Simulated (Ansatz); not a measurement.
Two isomers of CH8O2Si2: A = `OC[SiH2]O[SiH3]`, B = `OC[SiH](O)[SiH3]`.

Gas-phase electronic energies from Ansatz, PBE0-D4/def2-TZVP geometries. CCSD(T)/CBS is the MP2 limit (def2-TZVPP, def2-QZVPP) plus CCSD(T) − MP2 in def2-TZVPP, frozen cores. Functionals use def2-TZVPP. B3LYP here is the variant with VWN-RPA as its local correlation; programs differ in this. One conformer a species, not always the lowest.

A:

Z-matrix (Å, degrees):
```
C
Si 1 1.881
O 1 1.422 2 106.3
H 1 1.100 2 110.4 3 121.7
H 1 1.099 2 109.3 3 -120.6
O 2 1.634 1 109.0 3 54.4
H 2 1.486 1 109.5 3 173.4
H 2 1.486 1 109.9 3 -66.0
H 3 0.960 1 109.3 2 -173.4
Si 6 1.639 2 141.2 1 -36.6
H 10 1.486 6 110.6 2 69.3
H 10 1.484 6 111.1 2 -52.8
H 10 1.485 6 107.2 2 -172.1
```

B:

```xyz
13

O    -2.6580   -0.1870    0.2540
C    -1.4055    0.3434    0.6649
Si   -0.0954    0.0298   -0.6565
O    -0.2365   -1.5674   -1.1022
Si    2.0653    0.5437    0.1125
H    -2.5037   -1.0599   -0.1207
H    -1.0970   -0.0710    1.6372
H    -1.5430    1.4184    0.8165
H    -0.4306    0.8045   -1.8787
H     0.2751   -2.2128   -0.6130
H     2.4521   -0.4014    1.1993
H     2.1043    1.9261    0.6634
H     3.0728    0.4337   -0.9767
```

**Question.** Which is lower in electronic energy at CCSD(T)/CBS, and by how much? (Best estimate.)

**Answer.** Computed: A, by 115.3 kJ/mol.

**Question.** Give E(B) − E(A) in kJ/mol with MP2/def2-TZVPP, CCSD(T)/def2-TZVPP, B3LYP-D4, PBE-D4, B3LYP, B2PLYP, PBE0-D4. (An estimate is asked.)

**Answer.** The calculation gave: MP2/def2-TZVPP 123.7, CCSD(T)/def2-TZVPP 115.6, B3LYP-D4 114.5, PBE-D4 82.2, B3LYP 112.6, B2PLYP 118.7, PBE0-D4 94.7. None reverses the order clearly.

Largest T1 diagnostic: 0.012.

From PBE to PBE0 (25 % exact exchange), in def2-TZVPP and without D4, E(B) − E(A) moves by +12.7 kJ/mol. In def2-TZVPP, CCSD(T) changes the Hartree–Fock value by −32.2 kJ/mol (the triples alone add −5.0 kJ/mol) and MP2 by −24.1 kJ/mol.
